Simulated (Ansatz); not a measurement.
Molecule: 1-fluorobutane, C$_{4}$H$_{9}$F, net charge 0, singlet state. 
Coordinates optimised at B3LYP-D3(BJ)/def2-TZVP (Ansatz, an electronic-structure program):
```
C
H 1 1.0944
H 1 1.0961 2 106.55
C 1 1.5115 2 108.74 3 -115.71
H 4 1.0921 1 111.64 2 59.42
H 4 1.0935 5 109.17 1 -123.81
F 4 1.4014 5 107.03 6 -115.40
C 1 1.5271 2 110.04 3 119.12
H 8 1.0923 1 108.99 2 65.26
H 8 1.0951 9 106.38 1 -117.47
C 8 1.5255 9 109.83 10 -118.63
H 11 1.0912 8 111.36 9 58.40
H 11 1.0926 12 107.71 8 121.97
H 11 1.0929 12 107.75 13 115.79
```
Charge 0, spin multiplicity 1.

Property: atomisation energy (electronic, to ground-state atoms), in kJ/mol. Valence correlation only, unless marked. UHF or UKS for open shells. No spin-orbit coupling. No relativistic terms. The coupled-cluster limit lacks core correlation, which all-electron functionals hold. CBS(X,Y): correlation extrapolated as X^-3; Hartree-Fock from the larger set.

```json
[
 {"level": "PBE0/STO-3G", "program": "Ansatz", "atomisation energy (kJ/mol)": "6512.5"},
 {"level": "SCS-MP2/cc-pVTZ", "program": "Ansatz", "atomisation energy (kJ/mol)": "5399.0"},
 {"level": "CCSD/6-31G", "program": "Ansatz", "atomisation energy (kJ/mol)": "4740.2"},
 {"level": "CCSD/cc-pVDZ", "program": "Ansatz", "atomisation energy (kJ/mol)": "[?]"},
 {"level": "CCSD/cc-pVTZ", "program": "Ansatz", "atomisation energy (kJ/mol)": "[?]"},
 {"level": "CCSD(T)/CBS(cc-pVTZ,cc-pVQZ)", "program": "Ansatz", "atomisation energy (kJ/mol)": "5472.3"}
]
```

Question: Fill in the missing entries.

Answer: 
- CCSD/cc-pVDZ, atomisation energy (kJ/mol): 5065.9
- CCSD/cc-pVTZ, atomisation energy (kJ/mol): 5297.0
